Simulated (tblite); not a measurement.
Parent: `[CH2:1]=[CH:2]/[P:3]=[CH:4]/[CH3:5]` with C1–C2–P3–C4 180°, C4H7P.

The geometries are computed with GFN2-xTB (gas phase). One conformer each, not checked by frequencies here.

```csv
coordinate of the parent,value
C1=C2,1.327 Å
C2–P3,1.811 Å
P3=C4,1.678 Å
C4–C5,1.488 Å
C1–C2–P3,122.3°
C2–P3–C4,99.8°
P3–C4–C5,123.5°
```

Problem. How does the shared frame change in `[CH3:1]/[CH:2]=[P:3]/[c:4]1[cH:5][cH:6][cH:7][cH:8][c:9]1[CH3:10]` with C2–P3–C4–C5 52°, C9H11P? Atoms pair as P3 = P3, C4 = C2, C5 = C1 (parent first).

Solution. 
```json
{"parent": "P3=C4", "relative": "P3=C2", "value in the relative": "1.675 Å", "change": "-0.003"}
{"parent": "C4–C5", "relative": "C2–C1", "value in the relative": "1.489 Å", "change": "+0.001"}
{"parent": "P3–C4–C5", "relative": "P3–C2–C1", "value in the relative": "122.9°", "change": "-0.6"}
```

No shared bond changes by more than 0.004 Å. Bonds of the relative outside the shared frame: P3–C4 1.835, C4–C5 1.391, C5–C6 1.382, C6–C7 1.384, C7–C8 1.384, C8–C9 1.387, C9–C10 1.498, C4–C9 1.398 Å. Point group Cs → C1.

Problem. How does the shared frame change in `[CH3:1]/[CH:2]=[P:3]/[CH2:4][CH2:5][PH2:6]` with C2–P3–C4–C5 96°, P3–C4–C5–P6 32°, C4–C5–P6–H 159° and 66°, C4H10P2? Atoms pair as C1 = C5, C2 = C4, P3 = P3, C4 = C2, C5 = C1 (parent first).

Solution. 
```
  parent  relative  value in the relative  change
   C1=C2     C5–C4                1.527 Å  +0.200
   C2–P3     C4–P3                1.868 Å  +0.057
   P3=C4     P3=C2                1.674 Å  -0.004
   C4–C5     C2–C1                1.489 Å  +0.001
C1–C2–P3  C5–C4–P3                 107.4°   -14.9
C2–P3–C4  C4–P3–C2                 101.3°    +1.5
P3–C4–C5  P3–C2–C1                 123.1°    -0.4
```

Of the parent's bonds, C1–C2 changes most (+0.200 Å). Bonds of the relative outside the shared frame: C5–P6 1.860 Å. Point group Cs → C1.

Problem. How does the shared frame change in `[CH2:1]=[CH:2][P:3]=[CH2:4]` with C1–C2–P3–C4 180°, C3H5P? Atoms pair as C1 = C1, C2 = C2, P3 = P3, C4 = C4 (parent first).

Solution. 
```json
{"parent": "C1=C2", "relative": "C1=C2", "value in the relative": "1.327 Å", "change": "0.000"}
{"parent": "C2–P3", "relative": "C2–P3", "value in the relative": "1.814 Å", "change": "+0.003"}
{"parent": "P3=C4", "relative": "P3=C4", "value in the relative": "1.667 Å", "change": "-0.011"}
{"parent": "C1–C2–P3", "relative": "C1–C2–P3", "value in the relative": "122.2°", "change": "-0.1"}
{"parent": "C2–P3–C4", "relative": "C2–P3–C4", "value in the relative": "100.3°", "change": "+0.5"}
```

Of the parent's bonds, P3–C4 changes most (-0.011 Å). Point group Cs → Cs.
